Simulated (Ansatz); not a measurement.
A structure relaxed at r2SCAN-D4/def2-SVP in Ansatz, charge 0, singlet:

```xyz
13

B     1.1149    0.7765   -1.0952
S     0.4190   -0.7283   -0.0726
C    -1.3274   -0.7781   -0.5363
C     0.2797   -0.0670    1.6038
H    -1.7568    0.2308   -0.4482
H    -1.8661   -1.5006    0.0931
H    -1.3630   -1.0987   -1.5862
H    -0.2416    0.9011    1.5716
H    -0.2438   -0.7841    2.2519
H     1.3055    0.0836    1.9665
H     1.0635    0.3667   -2.2435
H     2.2511    0.8902   -0.6649
H     0.3648    1.7080   -0.8398
```

**Question.** Give its formula, name or SMILES and point group.

**Answer.** B(SMe2)H3 (C₂H₉BS). Point group Cs (tolerance 0.1 Å).

**Question.** Summarise the bond lengths by kind (pairs closer than 1.2 times the sum of covalent radii, bridged metal pairs left out).

**Answer.** 2 × C–S 1.81 Å; 1 × B–S 1.95 Å; 6 × C–H 1.10 Å; 3 × B–H 1.22 Å.
